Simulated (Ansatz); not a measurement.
Reaction (formal exchange of groups at the Al–N bond): `[CH3][Al]([F])[NH][SiH3]` + `F[SiH3]` → `[CH3][Al]([F])[SiH2]F` + `N[SiH3]`

Calculated with Ansatz (gas phase, PBE0-D4/def2-TZVP geometries, no zero-point term in ΔE). CBS: MP2 limit from def2 TZ/QZ plus the TZ coupled-cluster correction, frozen cores. This one scheme is used for every species. DFT in def2-TZVPP. B3LYP here is the variant with VWN-RPA as its local correlation; programs differ in this. Each species was taken in one conformer, which may not be the lowest.

| level | ΔE (kcal/mol) |
| --- | --- |
| r2SCAN-D4 | 27.4 |
| PBE0-D4 | 24.4 |
| B3LYP-D4 | 27.3 |
| ωB97M-V | 28.7 |
| B2PLYP | 28.4 |
| CCSD/def2-TZVPP | 29.0 |
| MP2/def2-QZVPP | 30.9 |
| HF/CBS(def2) | 30.1 |

(1) What does CCSD(T)/CBS give? (Estimate.)

Largest T1 diagnostic among the species: 0.012.

## Answers

(1) The calculation gave: +28.4 kcal/mol. The listed levels differ from it by -1.0, -4.0, -1.1, 0.3, 0.0, 0.6, 2.5, 1.7 kcal/mol.

From PBE to PBE0 (25 % exact exchange), in def2-TZVPP and without D4, ΔE moves by +1.7 kcal/mol. The D4 term adds +1.0 kcal/mol with B3LYP and +0.6 kcal/mol with PBE0; it sums over pairs of atoms, weighted by their polarisabilities, and B3LYP, whose exchange is more repulsive, gets the larger term.
